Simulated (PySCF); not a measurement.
## A computed series M(NH2)3

Computed with PySCF 2.14.0, PBE0, def2-SVP on the ligands, density fitting, scalar-relativistic core potentials, no spin-orbit coupling, vacuum. Each member is relaxed from one template within its symmetry. Distances are means of the shortest metal–ligand contacts, charges and spins Mulliken's; removal energies are rigid, with the ligand's formal charge and no counterpoise, so too large; for an anion taken off a cation in vacuum most of it is the attraction of opposite charges, and multiply charged cations can part far more cheaply with an electron moved from ligand to metal. lcecp potentials hold a fixed number of 4f electrons in the core, out of states, spins and gaps.

| metal | basis on the metal | point group | M–NH2 (Å) | charge on M (e) | dipole (D) | removal of one NH2 (eV) | strongest infrared band, degenerate modes summed (cm⁻¹) | unstable modes (below −25 cm⁻¹) |
| --- | --- | --- | --- | --- | --- | --- | --- | --- |
| La | lcecp-1-SVP with ECP46 | Cs | 2.299 | 0.99 | 2.13 | 9.86 | – | 1 |
| Pr | lcecp-1-SVP with ECP48 | Cs | 2.266 | 0.95 | 1.91 | 10.11 | – | 1 |
| Sm | lcecp-1-SVP with ECP51 | D3h | 2.254 | 1.07 | 0.00 | 9.99 | – | 4 |
| Tm | lcecp-1-SVP with ECP58 | nearly D3h | 2.142 | 0.89 | 0.00 | 10.88 | 531 | 0 |
| Tl | def2-SVP with ECP60 | C3h | 2.173 | 0.50 | 0.00 | 10.50 | – | 3 |

Question: What does the calculation give for Tb, lcecp-1-SVP with ECP54?

Answer: point group: nearly C3v, M–NH2 (Å): 2.186, charge on M (e): 0.92, dipole (D): 0.22, removal of one NH2 (eV): 10.61, unstable modes (below −25 cm⁻¹): not given.
```xyz
10

Tb   -0.0062    0.0113   -0.0844
N     2.1782    0.0017    0.0058
H     2.8003    0.8013    0.1335
H     2.7963   -0.8094   -0.0478
N    -1.0970    1.8863    0.1902
H    -0.6980    2.8158    0.3289
H    -2.1076    2.0215    0.2363
N    -1.0887   -1.8811   -0.2384
H    -2.0979   -2.0343   -0.2081
H    -0.6794   -2.8132   -0.3160
```

Members with unstable modes aren't minima as they stand: saddle points kept by symmetry or, where the modes are soft, flat surfaces and noise. Moved off a saddle point of the template and relaxed again: La, Pr, Tb, Tm, Tl. One start shape was tried for each, so a minimum needn't be the lowest isomer.
